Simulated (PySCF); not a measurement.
Computed with PySCF with PBE-D3(BJ)/def2-TZVP // CAM-B3LYP-D3(BJ)/def2-TZVP. Gas-phase values, no solvent. 

Reference species (SMILES): `[AlH3]` (neutral, multiplicity 1).

| Quantity | Value |
|---|---|
| HOMO–LUMO gap | 4.79 eV |
| HOMO | -7.31 eV |
| LUMO | -2.52 eV |

After one change: the HOMO–LUMO gap rises by 2.24 eV; the HOMO falls by 1.36 eV; the LUMO rises by 0.88 eV.

**Question.** Name the change that produced these shifts. The new species is one of these.
A. `[F][Al]([F])[F]`
B. `[F][AlH2]`
C. `[F][AlH][F]`

**Answer.** C, `[F][AlH][F]`
